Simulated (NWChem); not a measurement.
System: BPH₄; SMILES BP

Input file for NWChem:

```
start job
memory heap 200 mb stack 900 mb global 1100 mb
geometry units angstroms noautoz
  B      0.002886     1.306230     0.000000
  H     -0.068432     1.898260    -1.048941
  H     -0.068432     1.898260     1.048941
  P     -0.054894    -0.548707     0.000000
  H      0.741000    -0.970528    -1.094225
  H      0.741000    -0.970528     1.094225
end
basis spherical
  * library 6-31g*
end
dft
  xc b3lyp
  iterations 150
  mulliken
end
task dft energy
```

NWChem printed, in part:

```
             Northwest Computational Chemistry Package (NWChem) 7.3.0
             --------------------------------------------------------

 CS  symmetry detected

                             Geometry "geometry" -> ""
                             -------------------------

 Output coordinates in angstroms (scale by  1.889725989 to convert to a.u.)

  No.       Tag          Charge          X              Y              Z
 ---- ---------------- ---------- -------------- -------------- --------------
    1 B                    5.0000     0.00728417    -1.29985480     0.00000000
    2 H                    1.0000    -0.05184139    -1.89322647    -1.04894100
    3 H                    1.0000    -0.05184139    -1.89322647     1.04894100
    4 P                   15.0000    -0.08863745     0.55350131     0.00000000
    5 H                    1.0000     0.69841182     0.99160366    -1.09422500
    6 H                    1.0000     0.69841182     0.99160366     1.09422500

 Effective nuclear repulsion energy (a.u.)      46.0835987318

      Symmetry information
      --------------------

 Group name             Cs
 Group number              2
 Group order               2
 No. of unique centers     4

                                 NWChem DFT Module
                                 -----------------

 Summary of "ao basis" -> "ao basis" (spherical)
 ------------------------------------------------------------------------------
       Tag                 Description            Shells   Functions and Types
 ---------------- ------------------------------  ------  ---------------------
 B                           6-31g*                  6       14   3s2p1d
 H                           6-31g*                  2        2   2s
 P                           6-31g*                  8       18   4s3p1d

      Symmetry analysis of basis
      --------------------------

        a'         27
        a"         13

            General Information
            -------------------
          SCF calculation type: DFT
          Wavefunction type:  closed shell.
          No. of atoms     :     6
          No. of electrons :    24
           Alpha electrons :    12
            Beta electrons :    12
          Charge           :     0
          Spin multiplicity:     1
          Use of symmetry is: on ; symmetry adaption is: on
          Maximum number of iterations: 150
          AO basis - number of functions:    40
                     number of shells:    22
          Convergence on energy requested:  1.00D-06
          Convergence on density requested:  1.00D-05
          Convergence on gradient requested:  5.00D-04

              XC Information
              --------------
                         B3LYP Method XC Potential
                     Hartree-Fock (Exact) Exchange  0.200
                        Slater Exchange Functional  0.800 local
                    Becke 1988 Exchange Functional  0.720 non-local
              Lee-Yang-Parr Correlation Functional  0.810
                  VWN I RPA Correlation Functional  0.190 local

             Grid Information
             ----------------
          Grid used for XC integration:  medium
          Radial quadrature: Mura-Knowles
          Angular quadrature: Lebedev.
          Tag              B.-S. Rad. Rad. Pts. Rad. Cut. Ang. Pts.
          ---              ---------- --------- --------- ---------
          B                   0.85       49           8.0       434
          H                   0.35       45          10.0       434
          P                   1.00       88           8.0       590
          Grid pruning is: on
          Number of quadrature shells:   227
          Spatial weights used:  Erf1

      Superposition of Atomic Density Guess
      -------------------------------------

 Sum of atomic energies:        -367.14914551

      Non-variational initial energy
      ------------------------------

 Total energy =    -367.809785
 1-e energy   =    -597.072662
 2-e energy   =     183.179279
 HOMO         =      -0.279625
 LUMO         =      -0.019395

      Symmetry analysis of molecular orbitals - initial
      -------------------------------------------------

  Numbering of irreducible representations:

     1 a'          2 a"

  Orbital symmetries:

     1 a'          2 a'          3 a'          4 a'          5 a"
     6 a'          7 a'          8 a'          9 a"         10 a'
    11 a"         12 a'         13 a'         14 a"         15 a'
    16 a'         17 a'         18 a"         19 a"         20 a'
    21 a'         22 a'

     ---------------------------------------------
      Total Density - Mulliken Population Analysis
     ---------------------------------------------

    Atom       Charge   Shell Charges
 -----------   ------   -------------------------------------------------------
    1 B    5     5.01   2.00  0.64  1.16  0.58  0.60  0.03
    2 H    1     1.00   0.49  0.51
    3 H    1     1.00   0.49  0.51
    4 P   15    15.22   2.00  2.00  5.98  1.17  2.42  0.47  1.13  0.06
    5 H    1     0.89   0.43  0.45
    6 H    1     0.89   0.43  0.45

   convergence    iter        energy       DeltaE   RMS-Dens  Diis-err
 ---------------- ----- ----------------- --------- --------- ---------
 d= 0,ls=0.0,diis     1   -368.5540335104 -4.15D+02  1.09D-02  1.46D-01
 d= 0,ls=0.0,diis     2   -368.5746204826 -2.06D-02  5.75D-03  2.17D-02
 d= 0,ls=0.0,diis     3   -368.5767741646 -2.15D-03  2.81D-03  9.44D-03
 d= 0,ls=0.0,diis     4   -368.5786185270 -1.84D-03  5.94D-04  3.79D-04
 d= 0,ls=0.0,diis     5   -368.5786990648 -8.05D-05  7.77D-05  5.03D-06
 d= 0,ls=0.0,diis     6   -368.5786998987 -8.34D-07  2.16D-05  4.68D-07
 d= 0,ls=0.0,diis     7   -368.5786999839 -8.52D-08  3.71D-06  1.46D-08

         Total DFT energy =     -368.578699983937
      One electron energy =     -598.738510288131
           Coulomb energy =      212.868923198489
    Exchange-Corr. energy =      -28.792711626125
 Nuclear repulsion energy =       46.083598731830

 Numeric. integr. density =       24.000003026471

                  Occupations of the irreducible representations
                  ----------------------------------------------

                     irrep           alpha         beta
                     --------     --------     --------
                     a'                9.0          9.0
                     a"                3.0          3.0

                       DFT Final Molecular Orbital Analysis
                       ------------------------------------

 Vector   10  Occ=2.000000D+00  E=-3.490337D-01  Symmetry=a'
              MO Center=  1.6D-02, -4.3D-01, -2.8D-14, r^2= 2.6D+00
   Bfn.  Coefficient  Atom+Function         Bfn.  Coefficient  Atom+Function
  ----- ------------  ---------------      ----- ------------  ---------------
    26     -0.368098  4 P  py                 4      0.336583  1 B  py
    25     -0.233915  4 P  px                24      0.179246  4 P  s
    22      0.147862  4 P  py                38     -0.139180  5 H  s
    40     -0.139180  6 H  s                 16     -0.135390  2 H  s
    18     -0.135390  3 H  s                 37     -0.126495  5 H  s

 Vector   11  Occ=2.000000D+00  E=-3.443673D-01  Symmetry=a"
              MO Center=  6.2D-02, -1.2D+00,  1.9D-14, r^2= 2.6D+00
   Bfn.  Coefficient  Atom+Function         Bfn.  Coefficient  Atom+Function
  ----- ------------  ---------------      ----- ------------  ---------------
     5      0.378019  1 B  pz                15     -0.224689  2 H  s
    16     -0.224542  2 H  s                 17      0.224689  3 H  s
    18      0.224542  3 H  s                 27     -0.165754  4 P  pz
    38      0.147816  5 H  s                 40     -0.147816  6 H  s
     9      0.135081  1 B  pz                37      0.118999  5 H  s

 Vector   12  Occ=2.000000D+00  E=-2.618506D-01  Symmetry=a'
              MO Center= -2.4D-01,  3.6D-01, -9.1D-17, r^2= 2.2D+00
   Bfn.  Coefficient  Atom+Function         Bfn.  Coefficient  Atom+Function
  ----- ------------  ---------------      ----- ------------  ---------------
    25      0.465548  4 P  px                29      0.304745  4 P  px
    26     -0.291944  4 P  py                24     -0.210732  4 P  s
    21     -0.181486  4 P  px                30     -0.174036  4 P  py
     4      0.172710  1 B  py                28     -0.156933  4 P  s
     3      0.146814  1 B  px                22      0.113420  4 P  py

 Vector   13  Occ=0.000000D+00  E=-6.017698D-02  Symmetry=a'
              MO Center=  1.7D-02, -8.4D-01, -1.3D-15, r^2= 2.8D+00
   Bfn.  Coefficient  Atom+Function         Bfn.  Coefficient  Atom+Function
  ----- ------------  ---------------      ----- ------------  ---------------
     7      0.579988  1 B  px                 3      0.458941  1 B  px
    28      0.372699  4 P  s                 38     -0.284479  5 H  s
    40     -0.284479  6 H  s                 30      0.172933  4 P  py
    24      0.134379  4 P  s                 26      0.130774  4 P  py
    25     -0.124157  4 P  px                37     -0.090926  5 H  s

 Vector   14  Occ=0.000000D+00  E= 4.058422D-02  Symmetry=a"
              MO Center= -1.0D-01,  4.0D-01,  2.6D-15, r^2= 3.3D+00
   Bfn.  Coefficient  Atom+Function         Bfn.  Coefficient  Atom+Function
  ----- ------------  ---------------      ----- ------------  ---------------
    31      1.090555  4 P  pz                38      0.935567  5 H  s
    40     -0.935567  6 H  s                 27      0.449971  4 P  pz
    16      0.303847  2 H  s                 18     -0.303847  3 H  s
    23     -0.153518  4 P  pz                37      0.153645  5 H  s
    39     -0.153645  6 H  s                 35      0.117595  4 P  d  1

[...]
```

Level: B3LYP/6-31G* (spherical d). Structure relaxed at the PBE0/def2-SVP level.
